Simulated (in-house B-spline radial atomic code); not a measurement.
Configurations of the tantalum ion Ta⁺, with energies counted from [Xe] 4f14 5d3 6s1. Method: Dirac-Hartree-Fock, average of configuration, Fermi nucleus of rms radius 5.3507 fm. Calculated with a radial B-spline atomic code at the basis-set limit. Energies include first-order Breit, QED and recoil terms.

Occupations are held fixed; configurations that lie above the ionisation limit could autoionise.

```csv
configuration,E - E(ref) (eV),highest orbital,its <r> (bohr)
[Xe] 4f14 5d3 6p1,4.4447,6p3/2,4.344
[Xe] 4f14 5d3 6f1,11.286,6f5/2,15.47
[Xe] 4f14 5d2 6s1 9p1,12.155,9p3/2,22.41
[Xe] 4f14 5d3 8f1,12.365,8f5/2,33.32
[Xe] 4f14 5d2 6s1 7f1,12.424,7f5/2,23.42
[Xe] 4f14 5d3 10f1,12.809,10f5/2,57.2
[Xe] 4f14 5d2 6s1 10f1,13.282,10f5/2,56.86
[Xe] 4f13 5d3 6s1 10p1,36.875,10p3/2,31.23
```

Q: Order these further configurations by energy, lowest first.
A. [Xe] 4f14 5d3 5g1
B. [Xe] 4f14 5d3 9g1
C. [Xe] 4f14 5d2 6s1 7p1
D. [Kr] 4d10 4f14 5s2 5p5 5d3 5g1 6s1
E. [Xe] 4f14 5d3 8s1

A: C (9.3925 eV), E (10.255 eV), A (11.31 eV), B (12.815 eV), D (51.119 eV).

Q: How far above the reference does [Xe] 4f14 5d2 6s1 8p1 lie?

A: 11.246 eV; its least bound orbital is 8p3/2 with <r> = 14.87 bohr.

Q: How far above the reference does [Xe] 4f13 5d3 6s1 8p1 lie?

A: 35.429 eV; its least bound orbital is 8p3/2 with <r> = 14.7 bohr.

Q: How far above the reference does [Kr] 4d10 4f14 5s2 5p5 5d3 6s1 9f1 lie?

A: 52.432 eV; its least bound orbital is 9f5/2 with <r> = 44.12 bohr.
